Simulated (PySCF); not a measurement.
Spinor energies of Sc (scandium, neutral)

Start: [Ar] 3d1 4s1 4p1; 3d5/2 filled at m_j = +5/2; 4s1/2 filled at m_j = +1/2; 4p3/2 filled at m_j = +3/2. Calculated with PySCF 2.14 in x2c-TZVPall-2c with one added diffuse shell each of s, p, d type (7s8p5d1f, 63 functions): generalised Hartree-Fock with the X2C-1e Hamiltonian and a Gaussian nucleus; one run each with spin-orbit coupling (SO) switched off, then screened by Boettger's factors. This is a chosen level, not necessarily the ground level.

```csv
spinor shell,electrons,"ε, spin-free (eV)","ε, screened SO (eV)",weight of nominal j (screened SO),"rms radius, screened SO (bohr)"
1s1/2,2,-4540.4,-4540.4,1.000,0.0844
2s1/2,2,-525.17,-525.18,1.000,0.370
2p1/2,2,-427.86,-431.00,0.998,0.338
3s1/2,2,-71.545,-71.559,1.000,1.15
3p3/2,4,-43.937,-44.228,0.863,1.27
3p1/2,2,-43.937,-43.400,0.726,1.26
3d5/2,1,-10.152,-10.149,1.000,2.04
4s1/2,1,-7.797,-7.800,0.996,4.01
4p3/2,1,-4.594,-4.585,1.000,4.99
```

Q: Where does 2p3/2 lie, and what is the 2p spin-orbit splitting (screened SO)?

A: At -426.33 eV, 4.667 eV above 2p1/2.

| quantity | spin-free | screened SO |
| --- | --- | --- |
| E (hartree) | -763.23658 | -763.24058 |
| M_J | 9/2 | 9/2 |
| ⟨J²⟩ | 24.776 | 24.776 |
| ⟨L²⟩ | 12.025 | 12.025 |
| ⟨S²⟩ | 3.751 | 3.751 |

Each row is a mean over spinors that exchange with the open shell spreads, by up to 4.335 eV (3p3/2).

Rows whose weight is well below 1 are mixtures of j = l ± 1/2: exchange outweighs spin-orbit coupling there, and the label is only the starting occupation.

Without spin-orbit coupling the j labels of p, d and f shells carry no meaning; the spin-free column gives the mean over the occupied spinors of each nl shell.
